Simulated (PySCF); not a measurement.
Compound: C₇H₈N (doublet state).
Structure used (GFN2-xTB), in Å, numbered top down from 1:
```xyz
16
C7H8N angstrom
C     -2.4492   -0.5942    0.0418
C     -1.4414    0.4866   -0.0785
C     -0.0658    0.2932   -0.0361
C      0.5455   -0.9792    0.1278
C      1.9175   -1.0675    0.1534
N      2.7373   -0.0280    0.0340
C      2.1837    1.1714   -0.1179
C      0.8280    1.3917   -0.1598
H     -3.4570   -0.1930   -0.0203
H     -2.3211   -1.3366   -0.7494
H     -2.3431   -1.1220    0.9925
H     -1.8022    1.4959   -0.2094
H     -0.0616   -1.8646    0.2301
H      2.4077   -2.0254    0.2764
H      2.8831    1.9928   -0.2109
H      0.4309    2.3879   -0.2851
```

The hyperfine couplings belong to this conformer and change with its torsions.

The species is `C[CH]c1ccncc1` [radical].

Method used: UKS B3LYP, pcH-1 on C H N, non-relativistic, mean-field spin-orbit, GIAO in PySCF. Isolated species at its GFN2-xTB geometry (one conformer only). Couplings are sensitive to structure, and on GFN2-xTB geometries they can be far from those on DFT ones. No stability test was run, so a lower SCF solution isn't excluded. ⟨S²⟩ is 0.775 where a pure state has 0.75.

The Mulliken spin populations are largest on C2 (+0.75), C4 (+0.24), C8 (+0.23) and N6 (+0.21). Four atoms exceed +0.15. The angles at C2 add up to 360.0°, so it is planar; its axial dipolar tensor and the negative coupling of its proton fit spin in a p orbital normal to that plane.

McConnell's relation a(H) = Q·ρ ties the coupling of a proton on a planar π carbon to the spin population of that carbon. What Q do the computed values give?

```tsv
H	C	ρ(C)	a(H) (G)	a/ρ (G)
H12	C2	+0.746	-17.00	-22.8
H13	C4	+0.241	-5.25	-21.8
H14	C5	-0.108	+1.79	-16.6
H15	C7	-0.099	+1.62	-16.4
H16	C8	+0.229	-5.17	-22.5
```

A least-squares line through the origin gives Q = -22.5 G with Mulliken populations. In McConnell's picture π spin on carbon polarises the C–H bond and leaves opposite spin at the proton, which makes Q negative, as found here. Where ρ is negative the coupling is positive.

Leave H14 and its like out of the fit. How well does the relation then predict its coupling?

The other protons give Q = -22.6 G, so a = -22.6 × -0.108 ≈ 2.43 G, against the computed 1.79 G.

List the C–H protons on four-coordinate carbons next to a three-coordinate spin centre, with their couplings and θ (C–H bond against the normal to the plane of the centre's neighbours, projected along the bond that joins the two).

```json
{"β H": "H9", "on": "C1", "centre": "C2", "θ (°)": "90", "cos²θ": "0.00", "a (G)": "+0.75"}
{"β H": "H10", "on": "C1", "centre": "C2", "θ (°)": "31", "cos²θ": "0.74", "a (G)": "+29.71"}
{"β H": "H11", "on": "C1", "centre": "C2", "θ (°)": "31", "cos²θ": "0.74", "a (G)": "+29.61"}
```

Fitting the Heller–McConnell form a = ρ(B0 + B2 cos²θ), with Mulliken ρ = 0.75, gives B0 = 1.0 G and B2 = 52.4 G; with only two distinct angles the two parameters are fixed exactly. By this fit the coupling would be 39.9 G at θ = 0° and 0.7 G at 90°.

What would the freely rotating methyl group on C1 show?

Three equal couplings, a 1:3:3:1 quartet. The mean of the three values of this geometry estimates the splitting: 20.0 G, or 56.1 MHz (three bonds 120° apart have a mean cos²θ of 1/2 at any torsion).

Couplings in gauss use g_iso = 2.0029.

The run took 77 s wall (with the writing of density and orbital grids) on one thread of an Arm Neoverse V1, no GPU (shared host), and the process peaked at 1.1 GiB of memory.
